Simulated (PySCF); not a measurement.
Orbital picture of IF⁻

UHF at R = 2.384 Å; I aug-cc-pVDZ-PP with ECP28, F aug-cc-pVDZ; scalar-relativistic core potentials (PySCF 2.14). State: ²Σ⁺ (doublet), unpaired electrons σ ↑. Only the outer orbitals are listed, counted within each symmetry, core potentials removing the inner ones.

```csv
spin,orbital,occ.,ε (eV),on I (%),main shells (%)
α,5σ,1,-34.04,0,100 F s
α,6σ,1,-18.80,99,98 I s
α,7σ,1,-10.71,14,"86 F p, 12 I p"
α,3π,1,-9.07,2,98 F p
α,3π,1,-9.07,2,98 F p
α,4π,1,-4.90,98,98 I p
α,4π,1,-4.90,98,98 I p
α,8σ,1,-4.40,92,"89 I p, 10 F p"
α,9σ,0,6.37,101,"70 I p, 32 I s"
α,5π,0,6.60,104,104 I p
α,5π,0,6.60,104,104 I p
β,5σ,1,-32.26,0,100 F s
β,6σ,1,-17.06,97,97 I s
β,3π,1,-8.47,3,98 F p
β,3π,1,-8.47,3,98 F p
β,7σ,1,-6.04,27,"73 F p, 24 I p"
β,4π,1,-4.41,98,98 I p
β,4π,1,-4.41,98,98 I p
β,8σ,0,5.02,102,"100 I p, 12 F p"
β,5π,0,6.64,104,104 I p
β,5π,0,6.64,104,104 I p
```

Question: Which are the highest filled and the lowest empty level, where do they sit, and how wide is the gap?

Answer: Highest filled α 8σ at -4.40 eV (in %: 89 I p, 10 F p); lowest empty β 8σ at 5.02 eV (in %: 100 I p, 12 F p); the gap at UHF is 9.42 eV. An empty level above zero is unbound, and its energy depends on the basis.

```
bond order (Mayer)                                                                                                : 0.22
⟨S²⟩                                                                                                              : 0.770
charge on I (Mulliken, basis-dependent)                                                                           : -0.31
charge on I (Löwdin, basis-dependent)                                                                             : -0.23
dipole moment (positive dipole points towards F; it is taken about the centre of mass and depends on that origin) : -4.33 D
polarisability along the bond                                                                                     : 109.8 bohr³
polarisability across the bond                                                                                    : 41.8 bohr³
```

Shares are Mulliken populations and can fall outside 0 to 100 %.

Spin–orbit coupling is left out. The state is the lowest determinant that a PBE0 search found; another state may lie lower at other levels.
